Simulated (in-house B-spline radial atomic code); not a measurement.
# Ionising Ga2+ with different functionals

Computed with a radial B-spline atomic code at the basis-set limit: non-relativistic Hamiltonian, point nucleus, spin-polarised at highest spin, spherical fractional occupations for the functionals, and exact exchange of hybrids averaged over the configuration. The ionisation energy is the difference of two self-consistent energies, [Ar] 3d10 4s1 → [Ar] 3d10, without Breit or QED terms; ε is the level of the shell that loses the electron (its least bound occupied spin orbital). There is no spin-orbit coupling in this Hamiltonian.

```tsv
method	rung	ΔSCF (eV)	-ε(4s) (eV)
PBE0	global hybrid	30.70	27.15
B3LYP	global hybrid	31.14	27.19
TPSSh	global hybrid	30.58	26.51
M06-2X	global hybrid	30.46	27.62
BHandHLYP	global hybrid	30.60	28.11
r2SCAN0	global hybrid	30.56	27.46
B97-1	global hybrid	30.44	26.67
HSE06	range-separated hybrid	30.78	26.86
wB97X	range-separated hybrid	30.20	29.35
CAM-B3LYP	range-separated hybrid	31.09	28.76
LC-wPBE	range-separated hybrid	30.70	30.03
```

Among the functionals, which spreads more, the ΔSCF values or the orbital energies?

The orbital energies: ΔSCF values span about 0.94 eV and the orbital energies 3.52 eV.

How do they compare with the NIST value?

NIST lists 30.726 eV (measured, ground level to ground level). Errors run from -0.53 to +0.41 eV; LC-wPBE is closest (-0.03 eV), but part of that can be cancellation, since the calculations leave out relativity, Breit-QED terms.
